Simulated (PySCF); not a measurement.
A GIAO shielding run with PySCF (density fitting, non-relativistic, gas phase) on SMILES CO[Si@@H](S)CS(=O)(=O)O, C2H8O4S2Si:

```
$ OMP_NUM_THREADS=1 python probes_run.py task.json out

{"job": {"kind": "nmr", "xc": "PBE0", "basis": "pcSseg-1"}, "charge": 0, "multiplicity": 1}
C     -3.128373     0.331288     0.640474
O     -1.749051     0.349881     0.868338
Si    -0.612852    -0.239290    -0.116077
S     -0.929957     0.525177    -2.078485
C      0.950605     0.447160     0.677641
S      2.121784    -0.473144    -0.235026
O      2.043881    -0.145733    -1.630449
O      2.069283    -1.860062     0.097391
O      3.498904     0.137256     0.350663
H     -3.347617     0.688265    -0.365921
H     -3.601588     0.979760     1.375631
H     -3.510740    -0.684229     0.744223
H     -0.627328    -1.700329    -0.139974
H      0.313870     0.342063    -2.491682
H      1.153796     1.494074     0.502322
H      1.083295     0.189223     1.716632
H      4.265089    -0.369331     0.074390
```

Hardware: 1 thread of an Arm Neoverse N1, shared host. The job also computes population analyses, field gradients.

(1) How large is the calculation?

(2) How long does it take, and how much memory does it need?

## Answers

(1) 98 electrons, 214 basis functions and 1185 auxiliary functions.

(2) 71 s of wall time, with 14 SCF cycles and 5 response iterations; peak memory 0.9 GiB. Times on a shared host scatter by some tens of per cent.
